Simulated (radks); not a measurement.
The numbers below are computed, except where a source is named.
Question: I XXVIII, configuration [Ar] 3d8. Code: a radial shooting solver on a logarithmic mesh with Libxc functionals. Model: non-relativistic Kohn-Sham, LB94 model potential, spin-polarised, spherical densities, point nucleus; open shells are filled with parallel spins first (spin-orbit coupling, left out, can overturn this in heavy ions); relativity is left out, which matters for an element this heavy. Some entries of the table are withheld. Estimate them.

orbital,occ.,eigenvalue (Ry),<r^2> (bohr^2)
1s down,1,-2411.106,0.001097
1s up,1,-2411.092,0.001097
2s up,1,-426.3349,0.01770
2s down,1,-426.2858,0.01768
2p up,3,-405.8714,0.01326
2p down,3,-405.8671,0.01325
3s up,1,(1),0.1149
3s down,1,(2),0.1152
3p up,3,-129.8615,0.1083
3p down,3,-129.4124,0.1086
3d up,5,-114.4784,0.08736
3d down,3,-114.0369,0.08750

Answer: 
(1) 3s up eigenvalue (Ry): -138.3864
(2) 3s down eigenvalue (Ry): -137.9543
